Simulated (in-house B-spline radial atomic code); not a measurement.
How numerical settings move a run on Pb⁺, [Xe] 4f14 5d10 6s2 6p1. Computed with an all-electron radial atomic-structure program (B-spline basis): Dirac-Kohn-Sham LDA VWN5, spherical fractional occupations, Fermi nucleus of rms radius 5.5012 fm.

Command:
```bash
python run_scf.py task.json out
```
Settings of the sound reference run:
```
Z                82
electrons        81
configuration    [Xe] 4f14 5d10 6s2 6p1
hamiltonian      dirac
method           lda,vwn
spin_polarised   False
nucleus          fermi
rms_radius       5.5012
mass_number      208
atomic_mass      207.9767
speed_of_light   137.036
knot_spacing     0.22
spline_order     8
gauss_points     12
box_radius       35.29
max_iterations   70
damping          0.5
damped_steps     3
diis_vectors     10
tolerance        1e-08
start            Thomas-Fermi
```

Run time, properties included: 2.4 s on 1 thread of Arm Neoverse N1, with other jobs on the host.

It converges in 10 iterations to -20911.160323 hartree, with 6p3/2 at -9.65128 eV. The other runs change the listed settings, some to values that make no sense; their results aren't properties of the atom or ion. Radii are in bohr (the nuclear one in fm), a minus after a letter asks for a j subshell, and «unchanged» means within 1e-8 hartree. The run stops when the residual is below 10 × tolerance × max(1, Z/10), or a noise floor if that is larger, and the energy moves by less than 1e-8 × √|E| hartree; so very loose and very tight tolerances often act alike.

| changed settings | outcome |
| --- | --- |
| first_knot = 1.22e-05 | converged in 10 iterations, energy +2.22e-07 hartree from the reference |
| method = hf, speed_of_light = 73.82129 | converged in 11 iterations to -22300.1692 hartree, a different physical problem |
| knot_spacing = 1 | converged in 9 iterations, energy +7.98e+01 hartree from the reference, 6p3/2 level -3.1e-01 eV (the program warns: 4s1/2 reaches the box edge; 4p1/2 reaches the box edge) |
| knot_spacing = 0.15 | converged in 10 iterations, energy -7.09e-07 hartree from the reference |
| box_radius = 7.06, max_iterations = 60, damping = 0.2 | converged in 11 iterations, energy +3.35e-03 hartree from the reference, 6p3/2 level +2.0e-01 eV (the program warns: 6p3/2 reaches the box edge; 5d3/2 reaches the box edge) |
| electrons = 82, configuration = [Xe] 4f14 5d10 6s2 6p1 1f1, max_iterations = 100 | stopped with error: there is no 1f shell |
| first_knot = 0.0366 | converged in 10 iterations, energy +1.30e+02 hartree from the reference, 6p3/2 level +1.9e-01 eV |
| knot_spacing = 0.4 | converged in 10 iterations, energy +1.42e-02 hartree from the reference, 6p3/2 level -2.5e-04 eV |
| gauss_points = 6, max_iterations = 60, start = bare nucleus | converged in 12 iterations, energy +2.10e-08 hartree from the reference, 6p3/2 level +3.7e-06 eV |
| max_iterations = 50, damping = 0, damped_steps = 0, start = bare nucleus | stopped with error: index 0 is out of bounds for axis 0 with size 0 |
| first_knot = 0.00122 | converged in 10 iterations, energy +1.07e+00 hartree from the reference, 6p3/2 level -3.4e-04 eV |
| first_knot = 0.0122 | converged in 10 iterations, energy +1.22e+01 hartree from the reference, 6p3/2 level +1.5e-02 eV |
| knot_spacing = 0.3 | converged in 10 iterations, energy +1.25e-04 hartree from the reference, 6p3/2 level -4.2e-06 eV |
| start = bare nucleus | converged in 12 iterations, energy unchanged, 6p3/2 level +3.8e-06 eV |
| box_radius = 1.41, first_knot = 0.000122, max_iterations = 8 | not converged after 8 iterations, last residual 2.6e-06, last energy +7.84e+01 hartree from the reference |
| first_knot = 0.000122 | converged in 10 iterations, energy +1.05e-06 hartree from the reference |

Q: What happens with knot_spacing = 0.55?

A: Converged in 10 iterations, energy +2.45e+00 hartree from the reference, 6p3/2 level -2.4e-02 eV.

Q: What happens with electrons = 89, configuration = [Xe] 4f14 5d10 6s2 6p1 8s2 8p6, max_iterations = 100?

A: Converged in 30 iterations to -20910.3688 hartree, a different physical problem (warning: 6p3/2 has a positive eigenvalue: unbound, held by the box).

Q: What happens with knot_spacing = 0.1?

A: Converged in 9 iterations, energy -6.01e-07 hartree from the reference, 6p3/2 level -4.2e-05 eV.

Q: What happens with knot_spacing = 1.4?

A: Converged in 9 iterations, energy +2.41e+03 hartree from the reference, 6p3/2 level -1.9e-02 eV (the program warns: 6p3/2 reaches the box edge; 2s1/2 reaches the box edge).
